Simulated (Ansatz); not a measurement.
A nudged elastic band was laid between two geometries of ClF2HOSi + H2 (8 atoms, charge 0, multiplicity 1).

All numbers below come from RHF/def2-SVP (Ansatz 0.2.0).

```
movable images  : 7
climbing image  : yes
spring          : 5.0 eV/Å²
optimiser       : quadratic models (default)
start path      : through a guess of the saddle point
force threshold : 0.03 eV/Å
iteration limit : 60
end points      : relaxed
```

Image 0:

```xyz
8
Properties=species:S:1:pos:R:3
Si -0.399 -0.495 -0.201
O -0.135 -0.167 1.350
H -0.822 -0.056 1.989
F 0.999 -0.510 -0.933
Cl -1.619 0.854 -1.095
F -1.053 -1.927 -0.383
H 1.637 2.950 2.019
H 1.407 2.247 1.912
```

Image 8:

```xyz
8
Properties=species:S:1:pos:R:3
Si -0.351 0.609 -0.378
O 0.681 0.386 2.254
H 1.383 -0.245 2.182
F 0.880 -0.400 -0.445
Cl -1.102 0.711 -2.279
F -1.492 -0.056 0.512
H 0.019 1.935 0.063
H -0.002 -0.044 2.749
```

Problem. What changes between the two ends?

Solution. Bonds broken: Si1–O2, H7–H8. Bonds formed: Si1–H7, O2–H8. ClF2HOSi + H2 becomes ClF2HSi + H2O.

Problem. What energy profile does the band end with?

Solution. The forces met the threshold. The highest image is number 4 of 0 to 8, 65.6 kcal/mol above the first end and 53.9 kcal/mol above the last; the last end lies 11.7 kcal/mol above the first. Neighbouring images differ by up to 2.4 eV, so the band resolves the path poorly. A vibrational analysis at the climbing image gives one clearly imaginary mode, 1871i cm⁻¹: a first-order saddle point. The orbitals stay closed-shell, which can raise the energy where a bond breaks towards radicals; this wasn't checked here.

```tsv
image	path coordinate (Å)	energy (kcal/mol)	Si1–O2 (Å)	H7–H8 (Å)	Si1–H7 (Å)
0	0.00	0.0	1.61	0.75	4.58
1	1.07	0.2	1.61	0.75	3.96
2	2.15	0.3	1.61	0.75	3.46
3	3.22	9.4	1.62	0.74	2.54
4	4.29	65.6	1.76	1.08	1.69
5	5.45	28.7	2.19	2.08	1.46
6	6.61	14.3	2.76	2.66	1.45
7	7.77	12.7	2.85	3.04	1.45
8	8.93	11.7	2.84	3.34	1.45
```

Problem. What is the geometry of the highest image?

Solution. 
```xyz
8
Properties=species:S:1:pos:R:3
Si -0.027 0.251 0.033
O -0.200 0.260 1.789
H -0.374 -0.430 2.423
F 1.370 -0.279 -0.529
Cl -1.150 1.455 -1.185
F -0.868 -1.119 -0.112
H 0.774 1.604 0.648
H 0.490 1.154 1.591
```

The band took 31 iterations and of the order of 5 core-minutes.

Time of the run: 5 min on 1 thread of Intel(R) Xeon(R) Platinum 8488C (Sapphire Rapids) (shared host), peak memory 0.2 GiB.
